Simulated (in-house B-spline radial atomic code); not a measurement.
A radial electron density 4πr²n(r) was computed for an atom or ion in its tabulated ground configuration with an all-electron radial atomic-structure program (B-spline basis); method: Dirac-Kohn-Sham PW91, spherical fractional occupations. Columns: r (bohr), 4πr²n(r) (electrons per bohr), bar.

```
0.000729    3.234 #
0.000915    4.683 ##
 0.00115    6.751 ##
 0.00144    9.594 ####
 0.00181    13.57 #####
 0.00227    18.89 #######
 0.00285    25.92 #########
 0.00358    34.87 #############
 0.00449    45.66 #################
 0.00563    57.95 #####################
 0.00707    70.87 ##########################
 0.00887    82.62 ##############################
  0.0111    91.02 #################################
   0.014    94.31 ##################################
  0.0175    91.89 ##################################
   0.022    86.27 ################################
  0.0276    83.25 ##############################
  0.0346    88.74 ################################
  0.0435    103.5 ######################################
  0.0545    118.4 ###########################################
  0.0685    120.4 ############################################
  0.0859    106.6 #######################################
   0.108    93.35 ##################################
   0.135    97.97 ####################################
    0.17    109.2 ########################################
   0.213    97.39 ####################################
   0.267     65.9 ########################
   0.336    50.02 ##################
   0.421    57.31 #####################
   0.528    57.65 #####################
   0.663    40.82 ###############
   0.832    23.96 #########
    1.04    15.75 ######
    1.31    11.07 ####
    1.64    6.615 ##
    2.06     3.02 #
    2.59    1.196 
    3.25   0.5622 
    4.08   0.3007 
    5.12    0.126 
    6.42  0.03501 
    8.06 0.005269 
    10.1 0.0003275 
    12.7 8.952e-06
```

Which atom or ion is it?
A. Er+
B. Ho+
C. Er
D. Dy+

A. The area under the curve, ∫4πr²n dr = ∫r·4πr²n d(ln r) on this logarithmic grid, is 67 electrons, which only this option has. The configuration is [Xe] 4f12 6s1.
